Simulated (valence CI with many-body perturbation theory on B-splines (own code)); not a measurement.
# Forbidden lines of Pt73+

Calculated by relativistic CI+MBPT: three valence electrons over a frozen Dirac-Fock core [He], radial functions for each j: 11 s, 11 p, 9 d, 7 f, 5 g, 2 h, 1 i, with the one-electron correlation potential Σ1, the two-electron term Σ2, the three-electron term Σ3, Breit, model QED; selected CI, second order for the rest (own B-spline code, finite nucleus).

The last digits are not significant, and no measured levels were compared; by estimate large intervals hold to a few tenths of a per cent, small ones and those within an open d or f shell to about a per cent.

Lines 1 to 34 of 34 in falling wavelength, among levels below 15341 eV, chosen from the decays that carry over 1 % of a level's rate. Wavelengths and rates use the calculated energies. Electric multipoles are in the length gauge, E1 and E2 with the static RPA response of the core. S is in atomic units (e²a₀⁴ for E2 and M2, e²a₀⁶ for E3), for M1 in squared Bohr magnetons. Weak lines are less certain than strong ones. Lines between different terms over intervals too small for the method are left out, as are lines whose strength nearly cancels. The highest levels of a list are the least certain.

Levels are named by their leading jj configuration (3d3/2^4 stands for four electrons in 3d with j = 3/2), which in mixed levels can hold well under half, so a name can repeat and another be missing. Letters in brackets count levels of one name in rising energy.

```csv
λ vac (nm),Upper,Lower,Type,A (s⁻¹),S (a.u.)
0.6979,(2s 2p1/2 2p3/2) J=3/2 [a],(2s 2p1/2^2) J=1/2,M1,3.14e+10,1.58e+00
0.6819,(2s 2p1/2 2p3/2) J=5/2,(2s 2p1/2^2) J=1/2,E2,2.37e+08,1.87e-05
0.6804,(2s 2p3/2 3d5/2) J=9/2,(2s 2p1/2 3d5/2) J=7/2,M1,2.88e+10,3.37e+00
0.6652,(2s^2 2p3/2) J=3/2,(2s^2 2p1/2) J=1/2,M1,2.86e+10,1.25e+00
0.1210,(2s 2p1/2 3p1/2) J=1/2 [a],(2s 2p1/2 2p3/2) J=3/2 [a],E2,3.32e+12,1.54e-05
0.1207,(2s^2 3p1/2) J=1/2,(2s^2 2p3/2) J=3/2,E2,4.22e+12,1.93e-05
0.1163,(2s 2p3/2 3p3/2) J=7/2,(2s 2p3/2^2) J=3/2,E2,1.43e+11,2.18e-06
0.1150,(2s 2p3/2 3p3/2) J=7/2,(2s 2p3/2^2) J=5/2,E2,1.48e+12,2.13e-05
0.1148,(2s 2p3/2 3p3/2) J=1/2 [b],(2s 2p3/2^2) J=3/2,E2,2.59e+12,9.23e-06
0.1146,(2s^2 3p3/2) J=3/2,(2s^2 2p3/2) J=3/2,E2,2.13e+12,1.50e-05
0.1136,(2s 2p3/2 3p3/2) J=1/2 [b],(2s 2p3/2^2) J=5/2,E2,8.17e+11,2.76e-06
0.1129,(2s 2p3/2 3d5/2) J=9/2,(2s 2p3/2^2) J=5/2,M2,1.31e+11,2.14e-06
0.1129,(2s 2p3/2 3d5/2) J=9/2,(2s 2p3/2^2) J=5/2,E3,8.16e+09,6.06e-07
0.09822,(2s 2p3/2 3p3/2) J=7/2,(2s 2p1/2 2p3/2) J=5/2,E2,1.06e+12,6.94e-06
0.09790,(2s 2p3/2 3p3/2) J=7/2,(2s 2p1/2 2p3/2) J=3/2 [a],E2,1.75e+12,1.12e-05
0.09783,(2s 2p3/2 3p3/2) J=1/2 [b],(2s 2p1/2 2p3/2) J=3/2 [b],E2,2.44e+12,3.91e-06
0.09775,(2s^2 3p3/2) J=3/2,(2s^2 2p1/2) J=1/2,E2,2.67e+12,8.52e-06
0.09668,(2s 2p3/2 3d5/2) J=9/2,(2s 2p1/2 2p3/2) J=5/2,M2,5.60e+10,4.22e-07
0.09668,(2s 2p3/2 3d5/2) J=9/2,(2s 2p1/2 2p3/2) J=5/2,E3,7.96e+09,2.00e-07
0.09636,(2s 2p3/2 3d5/2) J=9/2,(2s 2p1/2 2p3/2) J=3/2 [a],E3,1.63e+10,4.01e-07
0.09599,(2p1/2 2p3/2 3d3/2) J=5/2 [a],(2s 2p1/2 2p3/2) J=1/2,E2,4.49e+12,1.96e-05
0.09589,(2p1/2 2p3/2 3d3/2) J=7/2,(2s 2p1/2 2p3/2) J=3/2 [b],E2,6.70e+12,3.88e-05
0.09564,(2s 2p1/2 3d3/2) J=5/2,(2s^2 2p1/2) J=1/2,E2,9.21e+12,3.95e-05
0.09550,(2p1/2^2 3d3/2) J=3/2,(2s 2p1/2^2) J=1/2,E2,1.42e+13,4.04e-05
0.09541,(2p1/2 2p3/2 3d3/2) J=5/2 [a],(2s 2p1/2 2p3/2) J=5/2,E2,3.01e+12,1.28e-05
0.09529,(2p1/2 2p3/2 3d3/2) J=7/2,(2s 2p1/2 2p3/2) J=5/2,E2,6.26e+12,3.51e-05
0.09511,(2p1/2 2p3/2 3d3/2) J=3/2 [a],(2s 2p1/2 2p3/2) J=3/2 [a],E2,1.00e+13,2.79e-05
0.09510,(2p1/2 2p3/2 3d3/2) J=5/2 [a],(2s 2p1/2 2p3/2) J=3/2 [a],E2,6.31e+12,2.63e-05
0.09505,(2p1/2 2p3/2 3d3/2) J=1/2 [a],(2s 2p1/2 2p3/2) J=3/2 [a],E2,1.30e+13,1.80e-05
0.09498,(2p1/2 2p3/2 3d3/2) J=7/2,(2s 2p1/2 2p3/2) J=3/2 [a],E2,1.35e+12,7.44e-06
0.09449,(2s 2p3/2 3d5/2) J=3/2 [a],(2s^2 2p3/2) J=3/2,E2,2.21e+13,5.94e-05
0.09427,(2p1/2 2p3/2 3d5/2) J=9/2,(2s 2p1/2 2p3/2) J=5/2,E2,1.51e+13,1.00e-04
0.09410,(2p1/2 2p3/2 3d5/2) J=7/2 [a],(2s 2p1/2 2p3/2) J=3/2 [a],E2,1.36e+13,7.16e-05
0.09406,(2s 2p3/2 3d5/2) J=7/2 [b],(2s^2 2p3/2) J=3/2,E2,7.81e+12,4.11e-05
```
